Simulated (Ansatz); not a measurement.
Results of the Gaussian-basis code of Ansatz.

C$_{2}$H$_{6}$BF$_{3}$S, SMILES `C[S+](C)[B-](F)(F)F`. The species carries charge 0 and has multiplicity 1. The structure was optimised at the PBE0-D4/def2-TZVP level. It is one conformer, not always the lowest.

```xyz
13

C     0.333   -0.900    1.333
S     0.757    0.468    0.257
C    -0.755    1.428    0.301
B     0.527   -0.488   -1.656
F     0.644    0.555   -2.509
F     1.544   -1.381   -1.650
F    -0.718   -1.031   -1.577
H     1.162   -1.606    1.283
H    -0.577   -1.381    0.977
H     0.216   -0.546    2.356
H    -0.634    2.236   -0.420
H    -1.598    0.802    0.009
H    -0.901    1.844    1.297
```

Question: What is the dipole moment at r2SCAN/def2-TZVPP? (Best estimate.)

Answer: The calculation gave: 5.20 D, with components (-1.42, 1.46, 4.78) D in this frame, pointing from negative to positive charge.

Question: And with PBE, B3LYP, ωB97M-V? (Estimate.)

Answer: The calculation gave: PBE 5.10 D, B3LYP 5.21 D, ωB97M-V 5.16 D.

Question: Give the Mulliken charges with r2SCAN, B3LYP, PBE in def2-TZVPP. (An estimate is asked.)

Answer: The calculation gave: 
```tsv
atom	r2SCAN	B3LYP	PBE
C1	-0.17	-0.27	-0.25
S2	0.09	0.07	0.07
C3	-0.17	-0.27	-0.25
B4	0.54	0.54	0.41
F5	-0.30	-0.29	-0.25
F6	-0.30	-0.29	-0.25
F7	-0.30	-0.30	-0.25
H8	0.11	0.14	0.14
H9	0.10	0.13	0.13
H10	0.09	0.13	0.12
H11	0.11	0.14	0.14
H12	0.10	0.13	0.13
H13	0.09	0.13	0.12
```

B3LYP here is the variant with VWN-RPA as its local correlation; programs differ in this.
